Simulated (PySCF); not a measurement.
C2H6B, SMILES C[B]C, multiplicity 2.

Geometry optimised at PBE0-D3(BJ)/def2-TZVP. The isomer is the one that the SMILES or the coordinates give; other isomers of the formula were not compared.

Computed with M06-2X/def2-TZVPD (PySCF).

```json
{
  "total_energy": "-104.57998 hartree",
  "point_group": "C2",
  "α spin, highest occupied and lowest empty level": "-5.88 and 0.00 eV",
  "β spin, highest occupied and lowest empty level": "-10.57 and -1.29 eV",
  "dipole_moment": "0.99 D",
  "quadrupole, principal values (traceless, Buckingham form, about the centre of nuclear charge)": "-3.16, 1.02, 2.14 D·Å",
  "mean_static_polarisability": "45.3 bohr³ (6.71 Å³)",
  "polarisability_principal_values": "40.3, 44.9, 50.6 bohr³",
  "⟨S²⟩": "0.753 (pure state 0.75)"
}
```
